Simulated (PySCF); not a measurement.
**Zn: ionisation energy**

Zn [Ar] 3d10 4s2 (1S) → Zn+ [Ar] 3d10 4s1 (2S), as a difference of total energies. Computed with PySCF 2.14 in 6-31G*, with the non-relativistic Hamiltonian (point nucleus). Correlated levels: valence: [Ar] frozen. The calculations carry no spin-orbit coupling.

```tsv
method	ionisation energy (eV)
UHF	7.401
LDA	9.085
PBE	8.798
MP2 (valence)	8.231
SCS-MP2 (valence)	8.291
CCSD (valence)	8.445
CCSD(T) (valence)	8.484
```

**Question.** How much does correlation contribute at CCSD(T) (valence)?

**Answer.** 8.484 − (7.401) = 1.083 eV, measured against UHF.

These non-relativistic numbers lack the scalar-relativistic shift.

Errors of the correlated levels include the incompleteness of this basis and the frozen core.

For comparison: 9.394 eV (measured; NIST Atomic Spectra Database, ionization energies).
